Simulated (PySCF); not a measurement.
## Telling isomers of C$_{7}$H$_{13}$OP apart by NMR

Calculated, not measured (PySCF 2.14): σ from GIAO-PBE0/pcSseg-1, structure optimised with GFN2-xTB. Relativity neglected, no solvent, one computed conformer, equivalent nuclei averaged.

Shifts are taken against calculated references (same method and geometry level): TMS for $^{1}$H, $^{13}$C. Splittings of carbon signals by F and P are missing where no couplings were computed. Where no couplings were computed, multiplicities follow the n + 1 count of equivalent neighbours, and m marks all less simple cases (inequivalent or close neighbours, rings, F or P nearby). Shifts are as computed. Against solution values, carbons near 30 ppm lie about +3 ppm off and those near 130 ppm about +5 ppm. Of 1211 compounds with measured shifts, 218 miss one by over three times the rms of a fit or turn the order of signals round; such compounds aren't used in these exercises.

(1) Tabulate the signals of `C[C@H]1C[P@](=O)(C2CC2)C1`, `O=P12CCC(CC1)CC2`, `C/C=C\P1CCOCC1` and their relative energies.

(2) What is the quickest way to tell C[C@H]1C[P@](=O)(C2CC2)C1 from O=P12CCC(CC1)CC2?

(3) What is the quickest way to tell O=P12CCC(CC1)CC2 from C/C=C\P1CCOCC1?

(4) What is the quickest way to tell C[C@H]1C[P@](=O)(C2CC2)C1 from C/C=C\P1CCOCC1?

Results:

(1) 
```tsv
SMILES	carbon types	δC	δH	E rel. (kcal/mol)
C[C@H]1C[P@](=O)(C2CC2)C1	2×CH 4×CH2 1×CH3	48.2, 26.1, 19.6, 11.1, 2.2	2.58 (m, 2H), 2.16 (m, 2H), 1.67 (m, 1H), 1.27 (d, 3H), 0.88 (m, 2H), 0.63 (m, 2H), 0.48 (m, 1H)	33.1
O=P12CCC(CC1)CC2	1×CH 6×CH2	28.9, 26.0, 25.4	1.91 (m, 6H), 1.78 (m, 6H), 1.18 (m, 1H)	0.0
C/C=C\P1CCOCC1	2×CH 4×CH2 1×CH3	146.9, 141.9, 70.6, 31.8, 21.0	6.48 (m, 1H), 6.16 (m, 1H), 3.98 (m, 4H), 2.01 (d, 3H), 1.64 (m, 4H)	46.7
```

Energies are electronic energies at PBE0/pcSseg-1 on these geometries, without zero-point or thermal terms, each for the one conformer computed, which needn't be the lowest.

(2) Count the carbon signals: 5 against 3. The first has a methyl carbon (CH3) at 26.1 ppm, the second an sp3 CH2 bonded to P at 25.4 ppm. Their most deshielded carbons lie at 48.2 and 28.9 ppm. In the proton spectra the most deshielded non-exchanging signals are 2.58 (m, 2H) and 1.91 (m, 6H).

(3) Count the carbon signals: 3 against 5. The first has an sp3 CH in a ring at 26.0 ppm, the second an alkene CH at 146.9 ppm. Their most deshielded carbons lie at 28.9 and 146.9 ppm. In the proton spectra the most deshielded non-exchanging signals are 1.91 (m, 6H) and 6.48 (m, 1H).

(4) Both give the same number of carbon signals, with the same numbers of each carbon type, so the positions decide. The first has an sp3 CH in a ring at 19.6 ppm, the second an alkene CH at 146.9 ppm. Their most deshielded carbons lie at 48.2 and 146.9 ppm. In the proton spectra the most deshielded non-exchanging signals are 2.58 (m, 2H) and 6.48 (m, 1H).
